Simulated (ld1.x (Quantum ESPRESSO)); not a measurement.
# Cd (Z = 48): one change to an RRKJ potential, before and after

* Element: Cd
* Generator: ld1.x (Quantum ESPRESSO) 7.5
* Type: norm-conserving RRKJ (Kleinman–Bylander form)
* Functional: revPBE
* Relativity: fully relativistic
* Frozen core: [Kr]
* Valence charge: 12
* Reference configuration: 4d10 5s1.5 5p0.5
* Partial waves: 5s (bound): rc 2.25 bohr; 4d (bound): rc 1.30 bohr; 5p (bound): rc 2.80 bohr
* Local potential: the p channel
* Core correction: Bessel-smoothed model core, default radius (core density twice the valence density)
* rho0: 0.01

Open shells are filled in proportion to 2j + 1 (rel_dist='average').

Change: wave 5s (bound): rc 2.25 bohr becomes 5s (bound): rc 2.54 bohr.

Cutoffs: the cutoffs (Ry, on a coarse ladder) from which the occupation-weighted sum of valence levels, in a spherical-Bessel basis at the reference potential, stays within 10 and 1 mRy of its value at 400 Ry; they do not see the model core or the augmentation charge, which bear on the density cutoff. Errors are all-electron minus pseudo energies relative to the spin-unpolarised reference configuration.

Problem. Predict the effect on cutoff, ghosts and configuration errors.

Solution. The potential gets neither clearly harder nor softer (70 Ry and 110 Ry → 70 Ry and 110 Ry); the d channel sets the loose cutoff, while the largest relative change is in s, which becomes softer; of the 7 tests that both files solve, the error grows in 1 and shrinks in 1 by more than 15 % and 0.3 meV (median size 12.0 → 12.2 meV); neither file shows a bound ghost. In the base the local p channel has no projectors, so it cannot carry the spin–orbit splitting, and the file is wrong for that shell. In the changed file the local p channel has no projectors, so it cannot carry the spin–orbit splitting, and the file is wrong for that shell.

| quantity | base | changed |
| --- | --- | --- |
| cutoff, loose | 70 Ry | 70 Ry |
| cutoff, tight | 110 Ry | 110 Ry |
| loose cutoff by channel (10 mRy a level) | s 21 Ry, d 60 Ry, p 6 Ry | s 18 Ry, d 60 Ry, p 6 Ry |
| bound ghosts | none | none |
| largest miss of a reference level, eV | 0.13 | 0.13 |
| error for 4d10 5s2 5p0, meV [ΔE -2.26 eV] | +1.7 | +1.8 |
| error for 4d10 5s1 5p0, meV [ΔE 6.88 eV] | +0.1 | +0.9 |
| error for 4d10 5s0 5p0, meV [ΔE 23.84 eV] | -31 | -27 |
| error for 4d10 5s0 5p2, meV [ΔE 7.33 eV] | -12 | -12 |
| error for 4d9 5s0 5p0, meV [ΔE 61.77 eV] | -310 | -345 |
| error for 4d10 5s1 5p1, meV [ΔE 2.37 eV] | -2.7 | -2.6 |
| error for 4d9 5s2 5p0, meV [ΔE 15.67 eV] | -182 | -152 |
| s: phases at 3.04 bohr within 0.05 rad from the reference energy up to (Ry; the scan ends near 5) | 1.2 | 1.2 |
| p1/2: phases at 3.04 bohr within 0.05 rad from the reference energy up to (Ry; the scan ends near 5) | n/a | n/a |
| p3/2: phases at 3.04 bohr within 0.05 rad from the reference energy up to (Ry; the scan ends near 5) | n/a | n/a |
| d3/2: phases at 3.04 bohr within 0.05 rad from the reference energy up to (Ry; the scan ends near 5) | 0.3 | 0.3 |
| d5/2: phases at 3.04 bohr within 0.05 rad from the reference energy up to (Ry; the scan ends near 5) | 0.4 | 0.4 |
